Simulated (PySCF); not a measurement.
Species: C3H5FSeSi.
Cartesian coordinates in Å at the PBE0-D3(BJ)/def2-SVP level; atoms count from 1:
```
atom  x, y, z in Å
F1     1.1001   -1.3313   -1.6805
C2     1.1842   -0.7989   -0.4153
Si3    0.4692    0.9840   -0.3915
C4    -1.2074    0.6406    0.3330
C5    -1.3215   -0.5799    0.8795
Se6    0.1046   -1.8365    0.8464
H7     2.2279   -0.8784   -0.0708
H8     1.3036    1.8553    0.4928
H9     0.4672    1.5398   -1.7750
H10   -2.0540    1.3321    0.3767
H11   -2.2214   -0.9379    1.3931
```

The calculation used PBE0-D3(BJ)/def2-SVP geometry optimisation, gas phase in PySCF 2.14.0.

Take the most abundant isotopes and a rigid rotor. The values belong to one conformer with, in the numbering `[F:1][C@H:2]1[SiH2:3][CH:4]=[CH:5][Se:6]1`, F1–C2–Si3–C4 101°, C2–Si3–C4–C5 14°, C4–C5–Se6–C2 -11°, F1–C2–Se6–C5 -102°.

**Question.** Give the principal moments of inertia and the rotational constants in MHz.

**Answer.** Ia = 190.31, Ib = 281.91, Ic = 417.96 u·Å²; 505379 MHz·u·Å²/I gives A = 2656, B = 1793, C = 1209 MHz.

**Question.** Classify the top.

**Answer.** An asymmetric top. Ray's parameter κ = (2B − A − C)/(A − C) = -0.193; −1 is the prolate and +1 the oblate limit.

**Question.** Is it planar, by Δ = Ic − Ia − Ib?

**Answer.** Not planar: Δ = Ic − Ia − Ib = -54.26 u·Å². For a rigid frame Δ = −2 Σ m c², so Σ m c² = 27.13 u·Å² lies off the ab plane: 6.41 from hydrogen and 20.72 from heavier atoms. The atom farthest from that plane is 1.76 Å away.

**Question.** Give the other two planar moments, Paa and Pbb, and the rms extents of the mass along the axes.

**Answer.** Paa = Σ m a² = (Ib + Ic − Ia)/2 = 254.78 and Pbb = Σ m b² = (Ia + Ic − Ib)/2 = 163.18 u·Å². With the mass M = 167.93 u, the rms extents √(P/M) along a, b and c are 1.23, 0.99, 0.40 Å.

**Question.** List the rotational levels J(Ka,Kc) to J = 3 (cm⁻¹).

**Answer.** Above 0(0,0):
J = 1: 1(0,1) 0.1001, 1(1,1) 0.1289, 1(1,0) 0.1484
J = 2: 2(0,2) 0.2933, 2(1,2) 0.3097, 2(1,1) 0.3681, 2(2,1) 0.4544, 2(2,0) 0.4615
J = 3: 3(0,3) 0.5700, 3(1,3) 0.5771, 3(1,2) 0.6921, 3(2,2) 0.7548, 3(2,1) 0.7856, 3(3,1) 0.9512, 3(3,0) 0.9530
The levels of one J sum to (2J + 1)J(J + 1)(A + B + C)/3.

**Question.** Which lines would a microwave search look for?

**Answer.** The dipole components are |μa| = 0.46 D, |μb| = 1.32 D, |μc| = 0.80 D. The squared components, which scale the intensities, stand as 0.12 : 1.00 : 0.37 (a : b : c). Some of the stronger lines:

```json
{"type": "a", "branch": "Q", "J(Ka,Kc)": "4(3,1) ← 4(3,2)", "MHz": "332", "lower level (cm⁻¹)": "1.362"}
{"type": "c", "branch": "Q", "J(Ka,Kc)": "2(1,2) ← 2(0,2)", "MHz": "491", "lower level (cm⁻¹)": "0.293"}
{"type": "a", "branch": "Q", "J(Ka,Kc)": "3(2,1) ← 3(2,2)", "MHz": "922", "lower level (cm⁻¹)": "0.755"}
{"type": "c", "branch": "Q", "J(Ka,Kc)": "3(2,2) ← 3(1,2)", "MHz": "1880", "lower level (cm⁻¹)": "0.692"}
{"type": "c", "branch": "Q", "J(Ka,Kc)": "2(2,1) ← 2(1,1)", "MHz": "2588", "lower level (cm⁻¹)": "0.368"}
{"type": "b", "branch": "Q", "J(Ka,Kc)": "4(2,2) ← 4(1,3)", "MHz": "3388", "lower level (cm⁻¹)": "1.112"}
{"type": "a", "branch": "Q", "J(Ka,Kc)": "3(1,2) ← 3(1,3)", "MHz": "3449", "lower level (cm⁻¹)": "0.577"}
{"type": "a", "branch": "R", "J(Ka,Kc)": "2(0,2) ← 1(0,1)", "MHz": "5792", "lower level (cm⁻¹)": "0.100"}
{"type": "b", "branch": "Q", "J(Ka,Kc)": "4(4,0) ← 4(3,1)", "MHz": "7505", "lower level (cm⁻¹)": "1.373"}
{"type": "c", "branch": "R", "J(Ka,Kc)": "2(1,1) ← 1(0,1)", "MHz": "8034", "lower level (cm⁻¹)": "0.100"}
{"type": "a", "branch": "R", "J(Ka,Kc)": "3(0,3) ← 2(0,2)", "MHz": "8295", "lower level (cm⁻¹)": "0.293"}
{"type": "c", "branch": "R", "J(Ka,Kc)": "2(2,1) ← 1(1,1)", "MHz": "9759", "lower level (cm⁻¹)": "0.129"}
{"type": "b", "branch": "R", "J(Ka,Kc)": "4(0,4) ← 3(1,3)", "MHz": "10454", "lower level (cm⁻¹)": "0.577"}
{"type": "a", "branch": "R", "J(Ka,Kc)": "4(1,4) ← 3(1,3)", "MHz": "10529", "lower level (cm⁻¹)": "0.577"}
{"type": "a", "branch": "R", "J(Ka,Kc)": "4(0,4) ← 3(0,3)", "MHz": "10665", "lower level (cm⁻¹)": "0.570"}
{"type": "b", "branch": "R", "J(Ka,Kc)": "4(1,4) ← 3(0,3)", "MHz": "10740", "lower level (cm⁻¹)": "0.570"}
{"type": "a", "branch": "R", "J(Ka,Kc)": "4(3,1) ← 3(3,0)", "MHz": "12598", "lower level (cm⁻¹)": "0.953"}
{"type": "c", "branch": "R", "J(Ka,Kc)": "3(3,1) ← 2(2,1)", "MHz": "14893", "lower level (cm⁻¹)": "0.454"}
{"type": "b", "branch": "R", "J(Ka,Kc)": "3(3,0) ← 2(2,1)", "MHz": "14945", "lower level (cm⁻¹)": "0.454"}
{"type": "c", "branch": "R", "J(Ka,Kc)": "4(2,2) ← 3(1,2)", "MHz": "15971", "lower level (cm⁻¹)": "0.692"}
{"type": "c", "branch": "R", "J(Ka,Kc)": "4(3,2) ← 3(2,2)", "MHz": "18207", "lower level (cm⁻¹)": "0.755"}
{"type": "b", "branch": "R", "J(Ka,Kc)": "4(2,2) ← 3(1,3)", "MHz": "19420", "lower level (cm⁻¹)": "0.577"}
{"type": "c", "branch": "R", "J(Ka,Kc)": "4(4,0) ← 3(3,0)", "MHz": "20103", "lower level (cm⁻¹)": "0.953"}
{"type": "c", "branch": "R", "J(Ka,Kc)": "4(4,1) ← 3(3,1)", "MHz": "20144", "lower level (cm⁻¹)": "0.951"}
```

**Question.** Estimate the classical rotational partition function at 50 K, 100 K and 500 K.

**Answer.** Point group C1, symmetry number σ = 1; q = (√π/σ)·√((kT/h)³/(ABC)), k/h = 20836.6 MHz/K: 24800 at 50 K, 70300 at 100 K, 786000 at 500 K.

PBE0-D3(BJ)/def2-SVP frequencies: not computed here. Constants of a rigid frame at the computed geometry: no zero-point averaging, no centrifugal distortion.
